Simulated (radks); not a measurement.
Question: Si1.25+, 12.75 electrons, occupied as [Ne] 3s1.75 3p1 (fractional occupations, a model configuration). All-electron calculation, non-relativistic Kohn-Sham, PBEsol, spin-unpolarised, spherical densities, point nucleus. Program: a radial shooting solver on a logarithmic mesh with Libxc functionals. Some entries of the table are withheld. Estimate them.

orbital  occ.  eigenvalue (eV)  r(max) (bohr)  <1/r> (bohr^-1)
1s          2        -1790.511        0.07307            13.55
2s          2        -151.1088         0.4566              (1)
2p          6        -108.1096         0.3882            2.458
3s       1.75              (2)            (3)           0.6674
3p          1         -13.9098            (4)           0.5602

Answer: 
(1) 2s <1/r> (bohr^-1): 2.565
(2) 3s eigenvalue (eV): -21.3922
(3) 3s r(max) (bohr): 1.738
(4) 3p r(max) (bohr): 1.994
